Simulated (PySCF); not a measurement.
## Static response to an electric field

C2H8F3NSi2.
Atom-mapped SMILES: `[CH3:1][N:2]([SiH3:3])[SiH2:4][C:5]([F:6])([F:7])[F:8]` (hydrogens: H9, H10, H11 on C1; H12, H13, H14 on Si3; H15, H16 on Si4)

Structure used (GFN2-xTB), in Å, numbered top down from 1:
```xyz
16
C2H8F3NSi2 angstrom
C      1.6082   -1.2791    0.5208
N      0.6268   -0.2492    0.2125
Si     1.2343    1.2851   -0.4199
Si    -0.9931   -0.8055    0.2330
C     -2.1459    0.6561   -0.2797
F     -2.1708    1.6782    0.5979
F     -3.4234    0.2323   -0.3794
F     -1.8483    1.2019   -1.4777
H      1.2003   -1.9816    1.2445
H      1.8881   -1.8388   -0.3737
H      2.5060   -0.8309    0.9402
H      0.3463    2.3330    0.0592
H      1.3092    1.2206   -1.8817
H      2.5743    1.4104    0.1581
H     -1.4219   -1.1722    1.5839
H     -1.2975   -1.8513   -0.7493
```

Level: B3LYP/def2-SVPD (PySCF), static field, nuclei fixed, core orbitals frozen in the response. The polarisability tensor in these axes (au):

```
x   94.19  0.60  0.41
y    0.60 87.64 -4.27
z    0.41 -4.27 76.84
```

Question: What are the eigenvalues, a third of the trace, and Δα (Δα² = ½Σ(αi − αj)² over the three pairs)?

Answer: Principal values 75.34, 89.09 and 94.25 au; mean 86.23 au = 12.78 Å³ = 14.22 × 10⁻⁴⁰ C²·m²/J; Δα = 16.93 au (20 % of the mean).

Question: What is the dipole moment, and where does it point?

Answer: (2.55, -1.82, 0.62) D, 3.19 D in size, pointing from the negative to the positive side. Measured along this direction, the outermost atoms are F7 at the negative end and H11 at the positive end.

Question: Rayleigh depolarisation ratio (linearly polarised light, static tensor)?

Answer: ρ = 3Δα²/(45ᾱ² + 4Δα²) = 860.2/(334569 + 1146.9) = 0.00256.

Question: Find the Langevin capture rate constant for NH4+ (18.034 u) meeting this molecule (159.015 u), k = 2.342 × 10⁻⁹ cm³/s × √(α in Å³ / reduced mass in u).

Answer: The reduced mass is 16.20 u, so k = 2.08 × 10⁻⁹ cm³/s. The formula leaves out the permanent dipole, which adds to the capture rate.

Question: Along which axes do the principal values lie, and how far do the nuclei extend along each?

Answer: Largest value along (1.00, 0.09, 0.00), where the nuclei span 6.08 Å; middle along (-0.08, 0.94, -0.33), 4.52 Å; least along (-0.03, 0.33, 0.94), 2.60 Å. The response follows the extents in order.

One conformer (not necessarily the lowest) at the GFN2-xTB geometry, without solvent, vibrations or thermal averaging.
